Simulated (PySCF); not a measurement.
Species: MoI5 (doublet state).
Cartesian coordinates in Å at the PBE0-D3(BJ)/def2-SVP level; atoms count from 1:
```xyz
6
MoI5 angstrom
Mo    -0.031   -0.055   -0.001
I      0.321    0.549    2.558
I      0.332    0.636   -2.537
I      2.555   -0.652   -0.001
I     -1.929    1.801    0.026
I     -1.249   -2.279   -0.045
```

Computed with PySCF, PBE0-D3(BJ)/def2-SVP geometry optimisation, gas phase, def2 core potentials past Kr.

Q: Which atoms are bound to Mo1, and at what distances?

A: 5 atoms: I6 2.535 Å, I3 2.653 Å, I2 2.654 Å, I4 2.654 Å, I5 2.655 Å.

Q: List the angles at Mo1.

A: 
```csv
angle,degrees,distance of the outer atoms (Å)
I4–Mo1–I5,148.6,5.11
I2–Mo1–I3,147.6,5.10
I2–Mo1–I6,106.3,4.15
I3–Mo1–I6,106.1,4.15
I4–Mo1–I6,105.7,4.14
I5–Mo1–I6,105.7,4.14
I2–Mo1–I5,85.7,3.61
I3–Mo1–I5,85.7,3.61
I3–Mo1–I4,85.7,3.61
I2–Mo1–I4,85.5,3.60
```

Q: What is the shape at Mo1?

A: Square pyramidal: τ5 = (β − α)/60° = 0.02 from the two widest angles, 148.6° and 147.6° (0 for a square pyramid, 1 for a trigonal bipyramid). The Mo–I distances aren't all alike: 2.535 to 2.655 Å.

Charge 0, doublet. ⟨S²⟩ = 0.794 (exact for a doublet: 0.75). PBE0-D3(BJ)/def2-SVP frequencies: not computed here.

Neither the SCF state along the optimisation nor the shape of the open-shell metal species was proved the lowest: other solutions of the same spin, or a structure of lower symmetry, can lie below.
